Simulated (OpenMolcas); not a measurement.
**3d3 along the 21-electron sequence**

| Item | Value |
| --- | --- |
| Program | OpenMolcas 26.06 |
| Method | CASSCF |
| Basis | ANO-RCC-VQZP |
| Scalar Hamiltonian | DKH2, point nucleus |
| Spin-orbit coupling | RASSI with atomic mean-field integrals over the reference wave functions, term energies averaged over their components |

Active space for each ion: 3 electrons in 5 orbitals (3d).

Computed levels in cm-1 above 4F 3/2:

| Level | V2+ | Cr3+ | Mn4+ | Fe5+ | Co6+ | Ni7+ |
| --- | --- | --- | --- | --- | --- | --- |
| 4F 5/2 | 154 | 246 | 359 | 515 | 721 | 939 |
| 4F 7/2 | 366 | 583 | 850 | 1213 | 1689 | 2190 |
| 4F 9/2 | 632 | 1005 | 1459 | 2072 | 2868 | 3699 |
| 4P 1/2 | 14857 | 17816 | 20586 | 23173 | 25623 | 28323 |
| 4P 3/2 | 14932 | 17927 | 20736 | 23365 | 25853 | 28583 |
| 2G 7/2 | 14990 | 18132 | 21100 | 23863 | 26469 | 29457 |
| 4P 5/2 | 15104 | 18211 | 21162 | 23998 | 26778 | 29824 |
| 2G 9/2 | 15217 | 18486 | 21603 | 24556 | 27391 | 30608 |
| 2P 1/2 | 19798 | 23916 | 27795 | 31410 | 34819 | 38693 |
| weight of 4F in the lowest level (%) | 100 | 100 | 100 | 100 | 100 | 100 |

Measured, with the error of the calculation in %. Measured levels: V2+ from Sugar and Corliss, J. Phys. Chem. Ref. Data 7, 1191 (1978); Cr3+ from Sugar and Corliss, J. Phys. Chem. Ref. Data 6, 317 (1977); Mn4+ from Corliss and Sugar, J. Phys. Chem. Ref. Data 6, 1253 (1977); Fe5+ from Corliss and Sugar, J. Phys. Chem. Ref. Data 11, 135 (1982); Co6+ from Sugar and Corliss, J. Phys. Chem. Ref. Data 10, 1097 (1981); Ni7+ from Corliss and Sugar, J. Phys. Chem. Ref. Data 10, 197 (1981).

| Level | V2+ | Cr3+ | Mn4+ | Fe5+ | Co6+ | Ni7+ |
| --- | --- | --- | --- | --- | --- | --- |
| 4F 5/2 | 146 (+5.6) | 236 (+4.3) | 359 (+0.1) | 511 (+0.8) | 698 (+3.3) | 1012 (-7.2) |
| 4F 7/2 | 342 (+7.0) | 556 (+5.0) | 835 (+1.7) | 1188 (+2.1) | 1610 (+4.9) | 2184 (+0.3) |
| 4F 9/2 | 584 (+8.3) | 946 (+6.3) | 1412 (+3.3) | 2001 (+3.6) | 2723 (+5.3) | 3721 (-0.6) |
| 4P 1/2 | 11514 (+29.0) | 14059 (+26.7) | 16434 (+25.3) | 18738 (+23.7) | 21096 (+21.5) | 23261 (+21.8) |
| 4P 3/2 | 11592 (+28.8) | 14177 (+26.5) | 16595 (+25.0) | 18942 (+23.4) | 21304 (+21.4) | 23710 (+20.6) |
| 2G 7/2 | 11966 (+25.3) | 15052 (+20.5) | 17892 (+17.9) | 20616 (+15.7) |  |  |
| 4P 5/2 | 11770 (+28.3) | 14471 (+25.8) | 17049 (+24.1) | 19611 (+22.4) | 22187 (+20.7) | 24669 (+20.9) |
| 2G 9/2 | 12187 (+24.9) | 15402 (+20.0) | 18399 (+17.4) | 21315 (+15.2) |  |  |
| 2P 1/2 | 15580 (+27.1) | 19519 (+22.5) | 23082 (+20.4) | 26496 (+18.5) |  |  |

The fine-structure level 4F 9/2 changes by a factor of 5.85 from V2+ to Ni7+. Its fourth root runs 5.01, 5.63, 6.18, 6.75, 7.32, 7.80, with steps per unit of Z of 0.62, 0.55, 0.57, 0.57, 0.48; equal steps would mean a (Z - σ)^4 law with constant σ.

4P 1/2 changes by a factor of 1.91 over the same range, with steps per unit of Z of +2960, +2770, +2590, +2450, +2700 cm-1.

Without dynamic correlation excited terms often stand tens of per cent too high (terms of higher spin than the ground term too low), and those without a measured partner can miss by more than the paired ones. Computed and measured levels are paired by configuration, term and J; levels that our copy of the source lacks, or whose pairing is in doubt (as where it misses far off the trend of its configuration), stay unpaired and out of the deviations. Only configurations of the active space appear.
